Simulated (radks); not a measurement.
Values are calculated unless marked as measured or tabulated.
Task: Radial electron density D(r) = 4 pi r^2 rho(r) of an atom or ion with 19 electrons. Code: a radial shooting solver on a logarithmic mesh with Libxc functionals. Model: Dirac Kohn-Sham, LB94 model potential, spin-unpolarised, spherical densities, finite nucleus; Fermi nuclear charge, rms radius of each element as measured or else 0.836 A^(1/3) + 0.57 fm.

```
   r/bohr * D(r) (the largest magnitude, 26.2, reaches the edge; | marks zero)
 0.002688 |*
 0.003444 | *
 0.004413 |  *
 0.005656 |   *
 0.007247 |      *
 0.009213 |         *
  0.01181 |             *
  0.01513 |                    *
  0.01939 |                           *
  0.02484 |                                   *
  0.03158 |                                           *
  0.04047 |                                                 *
  0.05186 |                                                   *
  0.06646 |                                                *
  0.08517 |                                          *
   0.1083 |                                      *
   0.1387 |                                        *
   0.1778 |                                                *
   0.2278 |                                                      *
   0.2896 |                                                  *
   0.3712 |                                   *
   0.4756 |                    *
   0.6095 |              *
    0.781 |                *
   0.9929 |                 *
    1.272 |             *
     1.63 |      *
    2.089 |  *
    2.677 |*
    3.404 *
    4.362 *
    5.589 *
```

What is the nuclear charge?

Result: Z = 21. The innermost maximum, from 1s, lies near gamma/Z bohr with gamma = sqrt(1 - (Z/c)^2) = 0.988, here 0.0471 bohr (found: 0.0502), and its height grows with Z. The density is that of the scandium ion Sc2+ in [Ar] 3d1; the configuration itself is not fixed sharply by these data, and Z only to about a unit. D(r) has 3 maxima, at r = 0.0502, 0.239, 0.939 bohr, and minima at 0.115, 0.614 bohr, inside which lie 2.16, 10.45 electrons.
